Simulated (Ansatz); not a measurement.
Computed with Ansatz on PBE0-D4/def2-TZVP structures; ΔE is electronic, products minus reactants. CBS: MP2 limit from def2 TZ/QZ plus the TZ coupled-cluster correction, frozen cores. This one scheme is used for every species. Elements past krypton have def2 core potentials. For W outer-core shells are correlated without core-valence functions, which leaves a few kJ/mol of doubt a bond. Each species was taken in one conformer, which may not be the lowest.

`[O]=[W]([OH])([OH])([Cl])[Cl]` + CH₃OH → `C[O][W](=[O])([OH])([Cl])[Cl]` + H₂O  (ligand exchange at a W–O bond)

`[O]=[W]([OH])([OH])([Cl])[Cl]`:

Z-matrix (Å, degrees):
```
W
O 1 1.869
O 1 1.869 2 155.9
Cl 1 2.378 2 80.8 3 40.5
O 1 1.678 2 100.7 3 151.9
Cl 1 2.279 2 92.1 3 -100.1
H 2 0.960 1 127.7 3 -17.4
H 3 0.960 1 127.7 2 17.3
```

CH₃OH:

```xyz
6

C     0.079    0.032   -0.346
O    -0.055   -0.614    0.899
H     0.469   -0.705   -1.048
H     0.783    0.872   -0.307
H    -0.881    0.397   -0.733
H    -0.396    0.017    1.535
```

`C[O][W](=[O])([OH])([Cl])[Cl]`:

```xyz
11

C    -0.626    1.507    0.955
O     0.203    1.016   -0.064
W     0.748   -0.650   -0.642
O     1.620   -0.261   -2.026
O    -1.094   -0.938   -1.026
Cl    2.155   -0.780    1.181
Cl    0.878   -2.979   -0.731
H    -1.607    1.027    0.892
H    -0.174    1.290    1.929
H    -0.732    2.585    0.832
H    -1.371   -1.816   -1.300
```

H₂O:

```xyz
3

O     0.332   -0.027   -0.202
H    -0.472    0.431   -0.457
H     0.141   -0.404    0.659
```

| species | CCSD(T)/CBS(def2) energy (Eh) |
| --- | --- |
| `[O]=[W]([OH])([OH])([Cl])[Cl]` | -1213.45693 |
| CH₃OH | -115.61712 |
| `C[O][W](=[O])([OH])([Cl])[Cl]` | -1252.70468 |
| H₂O | -76.37941 |

Task: Work out ΔE.

Result: ΔE = (-1252.70468) + (-76.37941) − (-1213.45693) − (-115.61712) = -0.01004 Eh = -6.3 kcal/mol.

Largest T1 diagnostic among the species: 0.021, so the coupled-cluster value is less sure than usual.

The D4 term adds −1.9 kcal/mol with B3LYP and −1.1 kcal/mol with PBE0; it sums over pairs of atoms, weighted by their polarisabilities, and B3LYP, whose exchange is more repulsive, gets the larger term. In def2-TZVPP, CCSD(T) changes the Hartree–Fock value by −3.3 kcal/mol (the triples alone add −0.8 kcal/mol) and MP2 by −4.5 kcal/mol.

B3LYP here is the variant with VWN-RPA as its local correlation; programs differ in this.
